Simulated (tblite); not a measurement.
Species: C6H5BrO3.
Atom-mapped SMILES: `[CH3:1][O:2][c:3]1[cH:4][cH:5][o:6][c:7]1[C:8](=[O:9])[Br:10]` (hydrogens: H11, H12, H13 on C1; H14 on C4; H15 on C5)

Computed with GFN2-xTB (tblite), gas phase: L-BFGS steps from a force-field or distance-geometry start until the largest atomic force falls under 0.01 eV/Å.

Geometry at step 12:
```
atom  x, y, z in Å
C1     -2.2980   -0.7552    0.1960
O2     -0.9195   -1.0623    0.2002
C3     -0.0837   -0.0471    0.0167
C4     -0.3548    1.3218   -0.2312
C5      0.8691    1.9124   -0.3815
O6      1.8618    1.0421   -0.2523
C7      1.3079   -0.1753   -0.0030
C8      2.0557   -1.3729    0.2043
O9      1.6542   -2.4702    0.4217
Br10    3.9939   -1.0503    0.0896
H11    -2.5715   -0.3102    1.1546
H12    -2.8004   -1.7076    0.0476
H13    -2.5337   -0.0632   -0.6130
H14    -1.3101    1.8101   -0.2841
H15     1.1246    2.9356   -0.5875
```

Question: What forces act on the atoms?

Answer: 
```
atom  Fx (eV/Å)  Fy (eV/Å)  Fz (eV/Å)
  C1      0.135     -0.026      0.020
  O2      0.160     -0.036     -0.033
  C3     -0.105      0.029     -0.049
  C4      0.060      0.052      0.027
  C5      0.034     -0.016     -0.019
  O6      0.001     -0.059      0.044
  C7     -0.046      0.003      0.001
  C8     -0.128      0.154     -0.049
  O9      0.083     -0.005      0.008
Br10      0.065      0.039     -0.007
 H11     -0.171     -0.005      0.025
 H12     -0.125      0.047      0.059
 H13     -0.157     -0.067     -0.068
 H14      0.154     -0.049      0.021
 H15      0.039     -0.061      0.021
```

The largest, 0.21 eV/Å, acts on C8; the rms over all components is 0.075 eV/Å. The forces sum to zero within rounding, as they must for an isolated molecule in no field.

Question: Give the force on C8 in Eh/bohr and in nN.

Answer: 0.206 eV/Å ÷ 51.422 = 0.00401 Eh/bohr, and 0.206 eV/Å × 1.602 = 0.33 nN.

Question: How far is this geometry from the end of the optimisation?

Answer: 0.040 eV above it, and 0.150 Å rms away after alignment. The bonds farthest from their final lengths, with half the difference of the two atoms' forces along the bond (positive lengthens):

```tsv
bond	now (Å)	final (Å)	force along bond (eV/Å)
C8–Br10	1.968	1.981	+0.08
C7–C8	1.427	1.423	-0.09
C4–H14	1.074	1.070	-0.06
C5–O6	1.326	1.323	0.00
C1–H13	1.090	1.094	+0.05
O6–C7	1.361	1.358	-0.02
```

The angle farthest from its final value is O6–C7–C8, 124.3° against 121.8°.

The cost below is that of the whole relaxation. Hardware: an Arm Neoverse V1 with one thread, shared host with 32 logical CPUs at a one-minute load of 9.9. Cost: 0.49 s of wall time.
